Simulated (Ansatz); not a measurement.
The first iterations of a band of BCl₃H₂O (7 atoms, charge 0, multiplicity 1).

All numbers below come from RKS B3LYP-D4/def2-mTZVP in Ansatz 0.2.0.

| Item | Value |
| --- | --- |
| movable images | 7 |
| climbing image | yes |
| spring | 50.0 eV/Å² |
| optimiser | quadratic models (default) |
| start path | through a guess of the saddle point |
| force threshold | 0.03 eV/Å |
| iteration limit | 60 |
| end points | relaxed |

Initial state:

```xyz
7
Properties=species:S:1:pos:R:3
B 0.058 -0.117 0.154
Cl -0.024 0.604 1.842
Cl 1.565 0.263 -0.766
Cl -1.498 0.022 -0.812
O 0.129 -1.757 0.475
H -0.663 -2.172 0.085
H 0.082 -1.874 1.443
```

Final state:

```xyz
7
Properties=species:S:1:pos:R:3
B -0.162 -0.449 -0.773
Cl 0.884 -0.817 3.371
Cl 1.147 0.721 -0.772
Cl -1.128 -0.735 -2.229
O -0.413 -1.126 0.370
H -1.145 -1.758 0.316
H 0.465 -0.866 2.137
```

| iteration | highest image above the first end (eV) | largest band force component (eV/Å) |
| --- | --- | --- |
| 1 | 2.931 | 11.490 |
| 2 | 2.375 | 9.773 |
| 3 | 1.549 | 5.876 |
| 4 | 1.280 | 3.345 |
| 5 | 1.108 | 2.224 |
| 6 | 0.983 | 1.519 |

Q: Does the band converge within its limit, and where does its top end?

A: The forces met the threshold. It ended after 18 iterations with the highest image 0.796 eV above the first end. Another band between the same ends (7 images) ends at a top of the same energy, where a vibrational analysis finds 1 clearly imaginary mode. The orbitals stay closed-shell, which can raise the energy where a bond breaks towards radicals; this wasn't checked here.

The run took 98 s on 4 threads of AMD EPYC 9R45 96-Core Processor (Zen 5) (shared host), peak memory 0.29 GiB.
